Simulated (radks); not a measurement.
Results of a calculation; reference values are marked as such.
Q: Species: Pr+. Configuration: [Xe] 4f1.5 6s1 6p1.5 (fractional occupations, a model configuration). Code: a radial shooting solver on a logarithmic mesh with Libxc functionals. Model: scalar-relativistic Kohn-Sham, PBE, spin-unpolarised, spherical densities, finite nucleus; Fermi nuclear charge, rms radius 4.8919 fm. Some entries of the table are withheld. Estimate them.

orbital  occ.  eigenvalue (eV)  <r^2> (bohr^2)  <1/r> (bohr^-1)
1s          2        -41833.07       0.0007897            64.68
2s          2        -6748.589         0.01254            14.93
2p          6        -6040.914         0.01001            14.11
3s          2        -1474.543         0.08476            5.430
3p          6        -1250.381             (1)            5.136
3d         10        -935.5389             (2)            4.873
4s          2        -310.7986          0.4344            2.274
4p          6        -237.2849          0.4897            2.098
4d         10              (3)          0.6008            1.837
5s          2         -54.9744           2.372           0.9111
5p          6         -36.0794           3.118           0.7871
4f        1.5         -20.4988             (4)            1.318
6s          1              (5)           14.70           0.3488
6p        1.5          -7.3753           21.58           0.2850

A: 
(1) 3p <r^2> (bohr^2): 0.08479
(2) 3d <r^2> (bohr^2): 0.07219
(3) 4d eigenvalue (eV): -132.0221
(4) 4f <r^2> (bohr^2): 1.223
(5) 6s eigenvalue (eV): -11.0871
